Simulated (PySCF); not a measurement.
Input file for PySCF: D3(BJ) and D4 dispersion corrections on H2S (SMILES S).

```python
from pyscf import gto
from pyscf.dispersion import dftd3, dftd4

mol = gto.M(
    atom='''
    S     0.17158978    0.50636564   -0.42564313
    H     0.09049469   -0.71357678    0.13820265
    H    -1.15546315    0.57069981   -0.62406380
    ''',
    basis='def2-svp',
    charge=0, spin=0, verbose=0, max_memory=1800)
d3, d4 = {}, {}
for xc in ['hf', 'pbe', 'blyp', 'revpbe', 'tpss', 'r2scan', 'b3lyp', 'pbe0', 'bhlyp', 'camb3lyp', 'b2plyp']:
    d3[xc] = float(dftd3.DFTD3Dispersion(mol, xc=xc, version='d3bj', atm=False).get_dispersion()['energy'])
    print(f'D3(BJ) {xc:10s} {d3[xc]:14.8f} Eh')
for xc in ['hf', 'pbe', 'blyp', 'revpbe', 'tpss', 'r2scan', 'b3lyp', 'pbe0', 'bhlyp', 'camb3lyp', 'b2plyp']:
    d4[xc] = float(dftd4.DFTD4Dispersion(mol, xc={'camb3lyp': 'cam-b3lyp'}.get(xc, xc), atm=True).get_dispersion()['energy'])
    print(f'D4     {xc:10s} {d4[xc]:14.8f} Eh')
```

It printed:

```
D3(BJ) hf            -0.00977689 Eh
D3(BJ) pbe           -0.00080120 Eh
D3(BJ) blyp          -0.00173192 Eh
D3(BJ) revpbe        -0.00222329 Eh
D3(BJ) tpss          -0.00098098 Eh
D3(BJ) r2scan        -0.00019114 Eh
D3(BJ) b3lyp         -0.00140108 Eh
D3(BJ) pbe0          -0.00065459 Eh
D3(BJ) bhlyp         -0.00107666 Eh
D3(BJ) camb3lyp      -0.00055291 Eh
D3(BJ) b2plyp        -0.00061845 Eh
D4     hf            -0.00250872 Eh
D4     pbe           -0.00055265 Eh
D4     blyp          -0.00131174 Eh
D4     revpbe        -0.00221487 Eh
D4     tpss          -0.00075334 Eh
D4     r2scan        -0.00012307 Eh
D4     b3lyp         -0.00089807 Eh
D4     pbe0          -0.00044765 Eh
D4     bhlyp         -0.00060009 Eh
D4     camb3lyp      -0.00043941 Eh
D4     b2plyp        -0.00037765 Eh
```

The run finished.

Cost: very roughly 0.010 core-seconds.
